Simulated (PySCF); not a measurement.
Computed Raman spectrum (relative Raman activity) of a molecule CH6N2Si2. Geometry: B3LYP-D3(BJ)/def2-SVP. One conformer was computed; it need not be the lowest. All values below come from B3LYP-D3(BJ)/def2-SVP (PySCF). Frequencies are harmonic and unscaled.

| ν (cm⁻¹) | relative intensity |
|---|---|
| 395 | 8.1 |
| 439 | 2.5 |
| 626 | 5.1 |
| 660 | 3.8 |
| 690 | 5.1 |
| 869 | 2.0 |
| 964 | 3.6 |
| 1532 | 2.9 |
| 2191 | 44 |
| 2203 | 92 |
| 2209 | 34 |
| 2994 | 100 |
| 3585 | 57 |
| 3684 | 32 |

**Question.** Which molecule gave these data?
(A) N[Si@H]1C=N[SiH2]1
(B) N[Si@H]1N=C[SiH2]1
(C) C1=N[SiH2]N[SiH2]1

**Answer.** A, N[Si@H]1C=N[SiH2]1
